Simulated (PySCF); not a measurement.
Order these species by their calculated properties.

All species are isolated and taken at one optimised geometry, non-relativistic unless stated. Electronic properties by PySCF.

Dipoles, sizes and rotational constants follow the conformer. The torsions of the flexible species, by atom-mapped SMILES:
- `[CH2:1]=[CH:2]/[CH:3]=[CH:4]\[C:5](=[CH2:6])[CH:7]([F:8])[F:9]`: C1–C2–C3–C4 -172°, C3–C4–C5–C6 -155°, C4–C5–C7–F8 141°
- `[CH2:1]=[CH:2]/[CH:3]=[CH:4]/[CH2:5][CH2:6][CH3:7]`: C1–C2–C3–C4 180°, C3–C4–C5–C6 121°, C4–C5–C6–C7 -65°
- `[CH:1]#[C:2][C@@H:3]([CH3:4])[CH:5]([CH3:6])[CH3:7]`: C2–C3–C5–C6 65°
- `[CH3:1][C:2](=[O:3])[NH:4][SiH2:5][O:6][SiH3:7]`: C1–C2–N4–Si5 180°, C2–N4–Si5–O6 180°, N4–Si5–O6–Si7 172°

The conformers of `C[C@H]1[C@@H]2CC[C@H]1C2`, `C1CCC2(C1)CC2` and `PP1CCCCC1` aren't listed.

**Question.** Rank by lowest triplet excitation (Tamm–Dancoff), highest first (TDA B3LYP/def2-SVPD at GFN2-xTB geometries).
A. `C1C2(CCC1)CC2`
B. `CC#CC(C)(C)C`
C. `C[C@H]1[C@@H]2CC[C@H]1C2`
D. `C(/CCC)=C\C=C`
E. `PP1CCCCC1`
F. `C=C/C=C\C(=C)C(F)F`

**Answer.** C (7.49 eV), A (6.93 eV), B (5.61 eV), E (4.35 eV), D (3.23 eV), F (2.60 eV).

**Question.** Rank by electronic spatial extent ⟨r²⟩ about the centre of nuclear charge, highest first (B3LYP/def2-SVPD at GFN2-xTB geometries).
A. `C=C/C=C\C(=C)C(F)F`
B. `CC#CC(C)(C)C`
C. `C=C/C=C/CCC`
D. `C#C[C@@H](C)C(C)C`

**Answer.** A (1378 bohr²), C (1226 bohr²), B (1031 bohr²), D (848 bohr²).

**Question.** Rank by HOMO energy, lowest first (B3LYP/def2-SVPD at GFN2-xTB geometries).
A. `C(/C=C)=C\CCC`
B. `PP1CCCCC1`
C. `CC#CC(C)(C)C`
D. `C[C@H]1[C@@H]2CC[C@H]1C2`

**Answer.** D (-7.90 eV), C (-6.91 eV), A (-6.29 eV), B (-5.86 eV).

**Question.** Rank by static isotropic polarisability, highest first (B3LYP/def2-SVPD at GFN2-xTB geometries).
A. `C1CCC2(C1)CC2`
B. `C=C/C=C/CCC`
C. `C(C)#CC(C)(C)C`
D. `PP1CCCCC1`
E. `C(/C(C(F)F)=C)=C/C=C`
F. `C[C@@H](C(C)C)C#C`

**Answer.** D (108.8 au), E (99.4 au), B (94.0 au), C (86.0 au), F (82.5 au), A (78.1 au).

**Question.** By how much do the two ends of that ranking differ?

**Answer.** By 30.7 au, between `PP1CCCCC1` and `C1CCC2(C1)CC2`.

**Question.** Rank by lowest singlet excitation, highest first (TDDFT B3LYP/def2-SVPD at GFN2-xTB geometries).
A. `C=C(C(F)F)/C=C\C=C`
B. `PP1CCCCC1`
C. `C#C[C@@H](C)C(C)C`
D. `C[C@H]1[C@@H]2CC[C@H]1C2`
E. `C=C/C=C/CCC`
F. `C1CCC2(C1)CC2`
G. `CC#CC(C)(C)C`

**Answer.** D (7.59 eV), F (7.01 eV), C (6.63 eV), G (6.37 eV), E (5.60 eV), B (5.25 eV), A (4.56 eV).

**Question.** Rank by smallest rotational constant, highest first (GFN2-xTB).
A. `C(C/C=C/C=C)C`
B. `C#C[C@@H](C)C(C)C`
C. `FC(F)C(=C)/C=C\C=C`
D. `CC(C#CC)(C)C`
E. `CC(=O)N[SiH2]O[SiH3]`

**Answer.** B (1.764 GHz), D (1.385 GHz), A (0.998 GHz), C (0.833 GHz), E (0.640 GHz).

**Question.** Give the two extremes of that set in cm⁻¹.

**Answer.** `CC(=O)N[SiH2]O[SiH3]`: 0.0213 cm⁻¹; `C#C[C@@H](C)C(C)C`: 0.0588 cm⁻¹.
